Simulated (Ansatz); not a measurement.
# A geometry optimisation of NSeSn with PBE0-D3(BJ)/def2-SVP

The starting geometry of this gas-phase doublet was optimised with GFN2-xTB.

```xyz
3

N     0.0085   -2.9885   -2.8154
Se    0.9180   -4.1957   -2.1790
Sn    3.1204   -4.3371   -1.1471
```

Q: Predict what it relaxes into with PBE0-D3(BJ)/def2-SVP.

A: A new bond forms, giving a structure given below by its coordinates. Distances that change by over a tenth: N1–Se2 (1.64 → 1.87 Å). Contacts that close: N1–Sn3 (3.78 → 2.12 Å).

The energy falls by 1.89 eV over 10 steps:

```json
{"step": "1", "E − E(last) (eV)": "1.887"}
{"step": "2", "E − E(last) (eV)": "1.490"}
{"step": "3", "E − E(last) (eV)": "1.344"}
{"step": "4", "E − E(last) (eV)": "1.176"}
{"step": "5", "E − E(last) (eV)": "0.902"}
{"step": "6", "E − E(last) (eV)": "0.370"}
{"step": "7", "E − E(last) (eV)": "0.061"}
{"step": "8", "E − E(last) (eV)": "0.002"}
{"step": "9", "E − E(last) (eV)": "0.000"}
{"step": "10", "E − E(last) (eV)": "0.000"}
```

Final geometry (Å):

```xyz
3

N     0.9240   -2.9740   -2.3998
Se    0.4708   -4.7802   -2.2764
Sn    2.6521   -3.7671   -1.4652
```

No frequencies were run, so the end isn't proven a minimum. Open shells are spin-unrestricted. Atoms past krypton carry core potentials, without spin–orbit terms. Run with Ansatz 0.2.0, 3.8 min on 1 thread of Intel(R) Xeon(R) Processor @ 2.50GHz (Skylake/Cascade Lake), with other jobs on the host.
